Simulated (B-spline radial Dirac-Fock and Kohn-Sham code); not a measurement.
**Core-level shifts of lead with charge state**

The computed values come from a radial B-spline solver: Dirac-Fock (average of configuration) total-energy differences with a finite nucleus, the Breit interaction including its frequency dependence, and self-energy and vacuum-polarisation corrections. Each ion is free and in its tabulated ground configuration. The model has no electron correlation.

Reference: Pb¹⁵⁺, [Kr] 4d10 4f14 5s2 5p5, with 2s 16193.5 eV, 3d5/2 2805.4 eV, 4s 1213.2 eV, 4p1/2 1083.4 eV, 4f7/2 447.8 eV, Kα1 (K-L3) 74965.8 eV, Kβ1 (K-M3) 84935.3 eV, Lα1 (L3-M5) 10555.7 eV. Shifts from it, in eV (a dash: the subshell is empty, belongs to an open shell averaged over j, or its hole state is left out as unreliable):

```
  ion           configuration      2s   3d5/2      4s   4p1/2   4f7/2    Kα1     Kβ1    Lα1
Pb¹⁶⁺  [Kr] 4d10 4f14 5s2 5p4   +32.8   +31.8   +30.4   +30.3   +30.2  +1.40   +2.70  +1.02
Pb¹⁷⁺  [Kr] 4d10 4f14 5s2 5p3   +66.3   +64.2   +61.4       –   +60.9  +2.84   +5.50  +2.15
Pb¹⁸⁺  [Kr] 4d10 4f14 5s2 5p2  +100.5   +97.2   +92.8   +92.5   +92.1  +4.37   +8.48  +3.33
Pb¹⁹⁺  [Kr] 4d10 4f14 5s2 5p1       ?       ?       ?       ?       ?      ?       ?      ?
Pb²⁰⁺      [Kr] 4d10 4f14 5s2  +171.0  +165.0  +157.3  +156.7  +156.1  +7.67  +14.93  +5.91
Pb²³⁺          [Kr] 4d10 4f13  +302.2  +294.8  +275.9  +276.4       –  +9.94  +19.79  +7.98
```

Question: Give the missing shifts for Pb¹⁹⁺.

Answer: 2s +135.4, 3d5/2 +130.8, 4s +124.8, 4p1/2 +124.3, 4f7/2 +123.8, Kα1 +5.98, Kβ1 +11.62, Lα1 +4.59 (eV).

Over this range L1 (2s) moves by +302.2 eV and Kα1 by +9.9 eV: a line is a difference of two levels that shift in the same direction.
